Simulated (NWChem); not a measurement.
SiAsH4, doublet; SMILES [SiH3][AsH]

Computed with NWChem. Pople sets run with spherical d functions. Spin-unrestricted. No stability test was run on the SCF state. Level UHF/6-31G*: optimisations from one semi-empirical or force-field start; each run changes one setting, and all end within 0.3 mHa of each other.

| setting | optimisation steps |
|---|---|
| redundant internal coordinates, default thresholds | 4 |
| symmetry off | 4 |
| tight thresholds | 89 |
| trust radius 0.05 | 4 |
